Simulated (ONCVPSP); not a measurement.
**Potentials for chromium (Cr) compared**

Generated with ld1.x 7.5 (TM, RRKJ, ultrasoft, PAW), atompaw 4.2 or ONCVPSP 4.0.1. The cutoff is in Ry: for ld1.x and atompaw files where the sum of valence levels is converged to 10 mRy in a Bessel basis, for ONCV files where the hardest occupied wave has 1 mHa per electron of residual kinetic energy. The error is the largest all-electron minus pseudo excitation energy over each file’s own four to seven test configurations (ionisations up to +4, promotions, holes and added fractions of an electron), all of which were solved. The labels leave out finer settings (local radius, basis sizes, second energies), which also bear on the numbers. Spin-polarised tests are not counted. The rows are a selection from randomly drawn settings: files with unsolved tests, undetermined cutoffs or missed reference levels are left out.

| potential | cutoff (Ry) | largest error (meV) | bound ghosts |
| --- | --- | --- | --- |
| ONCV, PBE, scalar-relativistic, rc 1.15/0.95/1.25 (spd), local smoothed, core correction yes, reference 3s2 3p6 3d4.5, qcut 11.2/7.5/13.5, projectors 1/1/2 | 124 | +83 | none |
| ONCV, PBE, scalar-relativistic, rc 1.25/1.35/1.00 (spd), local smoothed, core correction yes, reference 3s2 3p6 3d5 4p1, qcut 8.4/8.1/10.8, projectors 3/2/2 | 182 | -22 | none |
| ONCV, LDA (Perdew-Zunger), scalar-relativistic, rc 1.00/1.35/1.35/1.10 (spdf), local smoothed, core correction yes, reference 3s2 3p6 3d3, qcut 7.8/12.7/11.2/10, projectors 3/2/3/3 | 194 | +50 | none |
| ONCV, LDA (Perdew-Zunger), fully relativistic, rc 1.20/1.30/1.45 (spd), local smoothed, core correction yes, reference 3s2 3p6 3d5 4s0.5, qcut 8.9/10.2/13.1, projectors 2/2/1 | 112 | +2.4 | none |
| ONCV, LDA (Perdew-Zunger), scalar-relativistic, rc 1.65/1.20/1.80/1.50 (spdf), local smoothed, core correction yes, reference 3s2 3p6 3d4 4s2, qcut 9.4/11.5/7.8/6.6, projectors 2/2/2/1 | 51 | -191 | none |
| ONCV, PBE, fully relativistic, rc 3.05/2.50/2.20 (spd), local smoothed, core correction yes, reference 3d5 4s0.75, qcut 2.4/2.7/8, projectors 3/1/1 | 44 | -150 | none |
| ONCV, LDA (Perdew-Wang 92), scalar-relativistic, rc 0.90/0.95/1.80 (spd), local smoothed, core correction no, reference 3s2 3p6 3d3, qcut 9.4/7.3/7.2, projectors 2/2/2 | 102 | +452 | none |

**Question.** Fill in the row for Cr: ONCV, PBE, scalar-relativistic, rc 1.80/0.85/1.35 (spd), local smoothed, core correction yes, reference 3s2 3p6 3d4 4s2, qcut 8.3/10/9.9, projectors 2/2/2.

**Answer.** cutoff 101 Ry, largest error +11 meV, bound ghosts: none.
